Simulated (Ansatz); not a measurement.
`C[SiH](Cl)CCl` + `BN` → `BN[SiH](C)Cl` + `CCl`  (ligand exchange at the Si–C bond)

Calculated with Ansatz (gas phase, PBE0-D4/def2-TZVP geometries, no zero-point term in ΔE). CBS: MP2 limit from def2 TZ/QZ plus the TZ coupled-cluster correction, frozen cores. This one scheme is used for every species. Functionals use def2-TZVPP. B3LYP here is the variant with VWN-RPA as its local correlation; programs differ in this. One conformer a species, not always the lowest.

| level | ΔE (kJ/mol) | difference from CCSD(T)/CBS |
| --- | --- | --- |
| r2SCAN-D4 | -51.1 | 2.7 |
| B3LYP-D4 | -52.6 | 1.2 |
| ωB97X-V | -52.2 | 1.6 |
| ωB97M-V | -51.4 | 2.4 |
| B2PLYP | -54.3 | -0.5 |
| PBE | -44.3 | 9.5 |
| PBE0 | -48.5 | 5.3 |
| B3LYP | -52.9 | 0.9 |
| SCS-MP2/def2-TZVPP | -56.5 | -2.7 |
| CCSD/def2-TZVPP | -55.7 | -1.9 |
| CCSD(T)/def2-TZVPP | -54.1 | -0.3 |
| HF/def2-QZVPP | -66.3 | -12.5 |
| MP2/def2-QZVPP | -54.7 | -0.9 |
| SCS-MP2/def2-QZVPP | -56.8 | -3.0 |
| MP2/CBS(def2) | -54.2 | -0.4 |
| CCSD/CBS(def2) | -55.5 | -1.7 |
| CCSD(T)/CBS | -53.8 | 0 |

Largest T1 diagnostic among the species: 0.012.

In def2-TZVPP, CCSD(T) changes the Hartree–Fock value by +11.1 kJ/mol (the triples alone add +1.7 kJ/mol) and MP2 by +10.7 kJ/mol. From PBE to PBE0 (25 % exact exchange), in def2-TZVPP and without D4, ΔE moves by −4.3 kJ/mol.
